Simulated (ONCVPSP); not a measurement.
## Ranking ONCV potentials for P

All share these settings but for the change named:

| Item | Value |
| --- | --- |
| Element | P (Z = 15) |
| Generator | ONCVPSP 4.0.1 |
| Type | optimised norm-conserving Vanderbilt (ONCV) |
| Functional | LDA (Perdew-Zunger) |
| Relativity | scalar-relativistic |
| Frozen core | [Ne] |
| Valence charge | 5 |
| Reference configuration | 3s2 3p3 |
| Partial waves | 3s: rc 1.65 bohr, ncon 4, nbas 8, qcut 4.8 1/bohr, 2 projectors, debl 1.8 Ha; 3p: rc 2.05 bohr, ncon 4, nbas 8, qcut 3.7 1/bohr, 2 projectors, debl 0.4 Ha |
| Local potential | polynomial inside 1.25 bohr (lpopt 3, dvloc0 1 Ha) |
| Core correction | Teter function, fcfact 2.5, rcfact 1.1 |

Test errors are all-electron minus pseudo excitation energies from the reference, over 3s2 3p2; 3s2 3p1; 3s2 3p0; 3s1 3p3. None of these files shows a bound ghost.

The base gives 79.7 meV.

Of 6 variants that were run, those that failed, showed a ghost or another fault, or gave nearly equal values are left out.

A variant can come out equal or close to the base, since the largest error may sit in a test that the change hardly touches while other tests move.

(1) Rank these variants by their largest absolute test error, smallest first.
A. core correction Teter function, fcfact 5.1, rcfact 1.1
B. core correction Teter function, fcfact 7.4, rcfact 1.1
C. core correction Teter function, fcfact 1.6, rcfact 1.1

## Answers

(1) B (59.9 meV), A (67.8 meV), C (85.2 meV).
